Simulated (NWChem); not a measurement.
Species: BH3SeO2; SMILES OB([SeH])O

```xyz
7

B      0.0026    -0.9724     0.0000
O      1.1545    -1.6967     0.0000
H      1.9634    -1.1783     0.0000
O     -1.1906    -1.6108     0.0000
H     -1.0753    -2.5688     0.0000
Se     0.0243     0.9990     0.0000
H     -1.4393     1.1044     0.0000
```
Atoms are numbered in this order, from 1.

Results from NWChem. The geometry was optimised at PBE0/def2-SVP. Level r2SCAN/def2-SVP: energy and gradient on several grids; changes count from the extra-fine grid, which is no exact limit either.

Q: Which is the coarsest grid (medium; fine; xcoarse; xfine; coarse) from which on the energy stays within 100 μHa and each gradient component within 200 μHa/bohr of xfine?

A: fine.
```json
[
 {"grid": "xcoarse", "size of the energy change (μHa)": "9000", "largest change of a gradient component (μHa/bohr)": "10000"},
 {"grid": "coarse", "size of the energy change (μHa)": "600", "largest change of a gradient component (μHa/bohr)": "2000"},
 {"grid": "medium", "size of the energy change (μHa)": "200", "largest change of a gradient component (μHa/bohr)": "400"},
 {"grid": "fine", "size of the energy change (μHa)": "< 10", "largest change of a gradient component (μHa/bohr)": "40"},
 {"grid": "xfine", "size of the energy change (μHa)": "< 10", "largest change of a gradient component (μHa/bohr)": "< 30"}
]
```
